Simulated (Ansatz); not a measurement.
`[F][AlH][SiH2]Cl` + `C[SiH](F)N=C=O` → `O=C=[N][AlH][F]` + `C[SiH](F)[SiH2]Cl`  (redistribution)

Gas-phase electronic energies from Ansatz, PBE0-D4/def2-TZVP geometries. CBS: MP2 limit from def2 TZ/QZ plus the TZ coupled-cluster correction, frozen cores. This one scheme is used for every species. DFT in def2-TZVPP. Each species was taken in one conformer, which may not be the lowest.

```csv
species,CAM-B3LYP-D4 energy (Eh)
`[F][AlH][SiH2]Cl`,-1093.96697
`C[SiH](F)N=C=O`,-598.10912
`O=C=[N][AlH][F]`,-511.13804
`C[SiH](F)[SiH2]Cl`,-1180.94997
```

(1) Work out ΔE.

Largest T1 diagnostic among the species: 0.016.

Answers

(1) ΔE = (-511.13804) + (-1180.94997) − (-1093.96697) − (-598.10912) = -0.01192 Eh = -0.32 eV. CCSD(T)/CBS gives -0.32 eV.

The D4 term adds −0.03 eV with B3LYP and −0.02 eV with PBE0; it sums over pairs of atoms, weighted by their polarisabilities, and B3LYP, whose exchange is more repulsive, gets the larger term. At CCSD(T), def2-SVP lies −0.08 eV from the extrapolated value and def2-TZVPP −0.00 eV.

B3LYP here is the variant with VWN-RPA as its local correlation; programs differ in this.
